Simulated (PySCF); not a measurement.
A species of formula C5H6Cl2O has this rotational fingerprint, computed with PBE0/def2-SVPD in PySCF (dipole) on a GFN2-xTB geometry, gas phase:

```
Rotational constants : A = 1829, B = 1317, C = 786.8 MHz
Dipole components    : |μa| = 1.69 D, |μb| = 0.71 D, |μc| = 0.80 D
Inertial defect      : -17.68 u·Å²
κ                    : 0.02
```

Question: Which candidate fits, each taken in the one conformer that was computed?
A. `[Cl:1][C:2]1=[C:3]([Cl:4])[CH2:5][O:6][CH2:7][CH2:8]1` with C2–C3–C5–O6 -14°, C3–C5–O6–C7 47°, C5–O6–C7–C8 -66°, O6–C7–C8–C2 49°
B. `[CH3:1][CH2:2]/[CH:3]=[C:4](/[Cl:5])[C:6](=[O:7])[Cl:8]` with C1–C2–C3–C4 -100°, C3–C4–C6–O7 13°
C. `[CH3:1][C:2](=[O:3])/[CH:4]=[C:5](/[Cl:6])[CH2:7][Cl:8]` with C1–C2–C4–C5 172°, C4–C5–C7–Cl8 -115°
D. `[CH2:1]=[CH:2][O:3]/[CH:4]=[CH:5]/[CH:6]([Cl:7])[Cl:8]` with C1–C2–O3–C4 180°, C2–O3–C4–C5 180°, C4–C5–C6–Cl7 120°

Answer: A. It is ClC1=C(Cl)COCC1, an asymmetric top, point group C1. The candidates at the same level (rigid rotor, commonest isotopes):

```tsv
SMILES	A (MHz)	B (MHz)	C (MHz)	μa (D)	μb (D)	μc (D)	Δ (u·Å²)	point group	rotor
CC/C=C(/Cl)C(=O)Cl	2049	987.2	701.1	2.72	1.56	0.50	-37.74	C1	asymmetric top
CC(=O)/C=C(/Cl)CCl	1920	893.4	659.2	1.85	2.28	0.03	-62.15	C1	asymmetric top
ClC1=C(Cl)COCC1	1829	1317	786.8	1.69	0.71	0.80	-17.68	C1	asymmetric top
C=CO/C=C/C(Cl)Cl	3045	519.7	459.0	2.86	0.00	1.78	-37.23	Cs	near-prolate asymmetric top
```

`CC/C=C(/Cl)C(=O)Cl` has B 25 % too low; `CC(=O)/C=C(/Cl)CCl` has B 32 % too low; `C=CO/C=C/C(Cl)Cl` has A 66 % too high. No structure here is proved a minimum.
